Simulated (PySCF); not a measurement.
PySCF input for Si(F)(Cl)(Me)(OH) (CH4ClFOSi), SMILES C[Si](O)(F)Cl, PBE-D3(BJ)/def2-SVP. Geometry: PBE-D3(BJ)/def2-SVP. Other conformers were not sampled.

```python
import numpy as np
from pyscf import gto, scf, dft, df
from pyscf.hessian import thermo

mol = gto.M(
    atom='''
    C     1.80763833   -0.18652628   -0.80149185
    Si    0.02266112   -0.01821854   -0.34456661
    O    -0.82569561   -1.29469280   -0.97852244
    F    -0.58525360    1.38700776   -0.91871976
    Cl   -0.23923592    0.07508805    1.71384103
    H     2.23273720   -1.11124630   -0.36483528
    H     2.38581002    0.67924296   -0.42403054
    H     1.91808964   -0.23341010   -1.90328088
    H    -1.75986457   -1.36239364   -0.71360973
    ''',
    basis='def2-SVP',
    charge=0,
    spin=0,
    max_memory=1600,
    verbose=3,
)
mf = dft.RKS(mol, xc='pbe').density_fit(auxbasis='def2-universal-jkfit')
mf.disp = 'd3bj'
mf.grids.level = 3
mf.conv_tol = 1e-11
mf.max_cycle = 100
mf.kernel()

# [left out here: the lines that compute and print the analytic Hessian (its translational invariance restored by hand, since the grid's response is missing), thermochemistry and intensities]
```

Log of the run:

```
converged SCF energy = -964.485071839674

WARN: DFTD3 does not support analytical Hessian, using finite difference


WARN: Mole.unit (angstrom) is changed to Bohr

Mode                                 0                   1                   2
Irrep
Freq [cm^-1]                      114.6838            157.6969            190.2910
Reduced mass [au]                   1.0358              2.6533              3.8365
Force const [Dyne/A]                0.0080              0.0389              0.0818
Char temp [K]                     165.0045            226.8907            273.7864
Normal mode                   x     y     z       x     y     z       x     y     z
       0   C                -0.00 -0.00  0.01   -0.00  0.04 -0.13   -0.01 -0.09 -0.09
       1  Si                -0.00 -0.00 -0.00    0.03  0.00  0.01    0.02 -0.01  0.02
       2   O                 0.01 -0.01  0.00    0.01 -0.02  0.08    0.09 -0.02 -0.06
       3   F                -0.02 -0.01 -0.01    0.08  0.02  0.00   -0.04  0.00  0.10
       4  Cl                 0.01  0.02 -0.00   -0.07 -0.02  0.00   -0.03  0.05  0.01
       5   H                -0.16 -0.29 -0.44    0.06 -0.00 -0.28   -0.05 -0.11 -0.11
       6   H                 0.10 -0.28  0.50    0.03  0.02 -0.13    0.10 -0.12 -0.18
       7   H                 0.07  0.55 -0.01   -0.14  0.15 -0.15   -0.14 -0.14 -0.10
       8   H                -0.02  0.05 -0.09    0.10 -0.18  0.37    0.03  0.04 -0.28
Mode                                 3                   4                   5
Irrep
Freq [cm^-1]                      242.6553            260.4728            298.8077
Reduced mass [au]                   2.2092              3.3372              3.5016
Force const [Dyne/A]                0.0766              0.1334              0.1842
Char temp [K]                     349.1270            374.7624            429.9177
Normal mode                   x     y     z       x     y     z       x     y     z
       0   C                -0.00  0.09 -0.04   -0.02 -0.02 -0.04   -0.08 -0.00  0.01
       1  Si                -0.00 -0.07  0.03    0.01  0.06  0.04   -0.06 -0.00  0.02
       2   O                -0.06 -0.00 -0.05    0.04  0.04  0.04    0.05 -0.01 -0.12
       3   F                 0.07 -0.05  0.01   -0.02 -0.02 -0.13    0.05  0.01 -0.06
       4  Cl                -0.00  0.03  0.03   -0.01 -0.05  0.05    0.03  0.01  0.06
       5   H                 0.21  0.17 -0.10   -0.04 -0.05 -0.07   -0.07 -0.02 -0.04
       6   H                -0.15  0.20 -0.05    0.09 -0.06 -0.13   -0.05 -0.01 -0.01
       7   H                -0.07  0.17 -0.05   -0.14 -0.06 -0.06   -0.13  0.02 -0.00
       8   H                -0.17  0.26 -0.38   -0.08  0.28 -0.34    0.15 -0.42  0.14
Mode                                 6                   7                   8
Irrep
Freq [cm^-1]                      323.5096            511.3394            704.0799
Reduced mass [au]                   4.7474              9.0896              3.1463
Force const [Dyne/A]                0.2927              1.4003              0.9190
Char temp [K]                     465.4582            735.7036           1013.0142
Normal mode                   x     y     z       x     y     z       x     y     z
       0   C                -0.07  0.01  0.02    0.08 -0.01 -0.04   -0.17  0.03  0.01
       1  Si                -0.06  0.01 -0.02    0.00 -0.00 -0.11    0.06  0.00 -0.07
       2   O                 0.06 -0.12  0.08   -0.03 -0.06 -0.01    0.04  0.03  0.01
       3   F                 0.07  0.09  0.02   -0.02  0.05 -0.00    0.03 -0.06  0.03
       4  Cl                 0.02 -0.01 -0.03   -0.02  0.01  0.10   -0.01  0.00  0.02
       5   H                -0.07  0.03  0.05    0.02  0.01  0.05   -0.36  0.02  0.15
       6   H                -0.09  0.03  0.03    0.02 -0.00  0.04   -0.19 -0.01  0.12
       7   H                -0.02 -0.01  0.02    0.25 -0.02 -0.02   -0.02 -0.03  0.03
       8   H                -0.08  0.07 -0.37   -0.04  0.04 -0.01    0.05  0.23  0.13
Mode                                 9                  10                  11
Irrep
Freq [cm^-1]                      744.9243            767.4326            819.6043
Reduced mass [au]                   1.4725              1.5071              1.6995
Force const [Dyne/A]                0.4814              0.5230              0.6726
Char temp [K]                    1071.7803           1104.1646           1179.2281
Normal mode                   x     y     z       x     y     z       x     y     z
       0   C                -0.01 -0.06 -0.08    0.04  0.11 -0.07    0.02  0.03  0.08
       1  Si                -0.01 -0.00  0.00   -0.03  0.01  0.03   -0.00 -0.00 -0.08
       2   O                 0.03  0.09  0.05   -0.02 -0.00 -0.00   -0.01  0.06  0.06
       3   F                 0.00 -0.02  0.00    0.04 -0.05  0.01    0.01 -0.04  0.03
       4  Cl                -0.01 -0.00 -0.00   -0.00  0.00 -0.01   -0.00  0.00  0.01
       5   H                 0.13  0.10  0.12   -0.49 -0.04  0.17    0.03 -0.07 -0.15
       6   H                -0.38  0.08  0.20    0.39 -0.18  0.03    0.23 -0.01 -0.18
       7   H                 0.43  0.07 -0.03    0.31 -0.22 -0.02   -0.39 -0.01  0.03
       8   H                -0.01 -0.40 -0.27   -0.04 -0.13 -0.12   -0.06 -0.44 -0.31
Mode                                12                  13                  14
Irrep
Freq [cm^-1]                      891.2362            944.9614           1231.1988
Reduced mass [au]                   3.6338              7.1654              1.2943
Force const [Dyne/A]                1.7006              3.7698              1.1560
Char temp [K]                    1282.2904           1359.5891           1771.4210
Normal mode                   x     y     z       x     y     z       x     y     z
       0   C                 0.05 -0.03  0.00    0.01  0.03 -0.00    0.13 -0.01 -0.04
       1  Si                -0.10  0.05 -0.04   -0.04 -0.12 -0.01   -0.02  0.00  0.00
       2   O                 0.06  0.02  0.00    0.08  0.10  0.04    0.01  0.00  0.00
       3   F                 0.05 -0.10  0.04   -0.02  0.07 -0.03    0.00 -0.00  0.00
       4  Cl                 0.00 -0.00  0.00    0.00  0.00  0.00    0.00 -0.00 -0.00
       5   H                 0.22  0.01 -0.08   -0.08 -0.02 -0.01   -0.42 -0.14  0.22
       6   H                 0.03  0.01 -0.06    0.13 -0.05 -0.02   -0.40  0.22  0.21
       7   H                 0.05  0.04 -0.01    0.01 -0.07  0.00   -0.49  0.04 -0.09
       8   H                 0.08  0.35  0.22    0.09  0.20  0.11    0.01  0.02  0.01
Mode                                15                  16                  17
Irrep
Freq [cm^-1]                     1375.1060           1377.0357           2991.0109
Reduced mass [au]                   1.0464              1.0459              1.0357
Force const [Dyne/A]                1.1658              1.1685              5.4588
Char temp [K]                    1978.4713           1981.2478           4303.3988
Normal mode                   x     y     z       x     y     z       x     y     z
       0   C                -0.00  0.05 -0.03    0.01  0.03  0.05    0.05 -0.00 -0.02
       1  Si                -0.00  0.01 -0.00    0.00  0.00  0.01   -0.00  0.00  0.00
       2   O                 0.00 -0.00  0.00    0.00 -0.00 -0.00    0.00  0.00 -0.00
       3   F                -0.00 -0.00  0.00   -0.00 -0.00 -0.00    0.00 -0.00  0.00
       4  Cl                 0.00 -0.00  0.00   -0.00 -0.00  0.00    0.00 -0.00 -0.00
       5   H                 0.30  0.09 -0.21   -0.20 -0.37 -0.57   -0.20  0.46 -0.22
       6   H                -0.06 -0.19  0.59   -0.31  0.34 -0.21   -0.28 -0.43 -0.19
       7   H                -0.21 -0.62 -0.01    0.29 -0.33  0.08   -0.05  0.02  0.60
       8   H                 0.00 -0.00  0.01   -0.00  0.01 -0.00   -0.00  0.00  0.00
Mode                                18                  19                  20
Irrep
Freq [cm^-1]                     3094.5874           3100.2473           3766.3128
Reduced mass [au]                   1.1025              1.1028              1.0666
Force const [Dyne/A]                6.2208              6.2449              8.9145
Char temp [K]                    4452.4223           4460.5657           5418.8856
Normal mode                   x     y     z       x     y     z       x     y     z
       0   C                -0.02  0.01 -0.08   -0.01 -0.09 -0.00    0.00 -0.00 -0.00
       1  Si                -0.00  0.00 -0.00   -0.00 -0.00 -0.00   -0.00  0.00  0.00
       2   O                 0.00  0.00  0.00    0.00  0.00 -0.00   -0.06 -0.01  0.01
       3   F                 0.00 -0.00  0.00   -0.00  0.00 -0.00    0.00  0.00  0.00
       4  Cl                -0.00  0.00  0.00    0.00  0.00  0.00    0.00  0.00  0.00
       5   H                 0.17 -0.39  0.17   -0.25  0.53 -0.26   -0.00  0.00 -0.00
       6   H                 0.19  0.29  0.11    0.37  0.54  0.24    0.00  0.00  0.00
       7   H                -0.08  0.03  0.74   -0.01 -0.01  0.05    0.00  0.00  0.00
       8   H                -0.00 -0.00  0.00   -0.00  0.00  0.00    0.93  0.09 -0.25
temperature 298.1500 [K]
pressure 101325.00 [Pa]
Rotational constants [GHz] 3.58096 2.29342 2.22443
Symmetry number 1
Zero-point energy (ZPE) 0.05446 [Eh]   142996.778 [J/mol]
                           tot       elec      trans        rot        vib
Entropy [J/mol/K]       349.331      0.000    167.877    114.085     67.369
Cv [J/mol/K]            100.233      0.000     12.472     12.472     75.290
Cp [J/mol/K]            108.548      0.000     20.786     12.472     75.290
Internal energy [J/mol]                      3718.434   3718.434 154579.506
Internal energy [Eh]   -964.42336  -964.48507
Enthalpy [J/mol]                             6197.391   3718.434 154579.506
Enthalpy [Eh]          -964.42242
Gibbs free energy [J/mol]                  -43855.140 -30295.920 134493.361
Gibbs free energy [Eh] -964.46209
mode   freq/cm-1   IR/(km/mol)
   1      114.68         1.199
   2      157.70        10.582
   3      190.29         6.462
   4      242.66        11.650
   5      260.47        22.508
   6      298.81        54.602
   7      323.51        67.470
   8      511.34        67.290
   9      704.08        45.084
  10      744.92        34.630
  11      767.43        28.799
  12      819.60       258.153
  13      891.24       139.708
  14      944.96       136.732
  15     1231.20        37.847
  16     1375.11         5.326
  17     1377.04         2.960
  18     2991.01         0.070
  19     3094.59         0.266
  20     3100.25         0.120
  21     3766.31        91.328
max |gradient| / (hartree/bohr): 0.00013097594828830834
APT charges: [-0.3927  1.9478 -0.8249 -0.6312 -0.5397  0.0479  0.0482  0.0393  0.3054]
```

The run converged.

Cost: about 2.2 core-minutes (a rough figure).
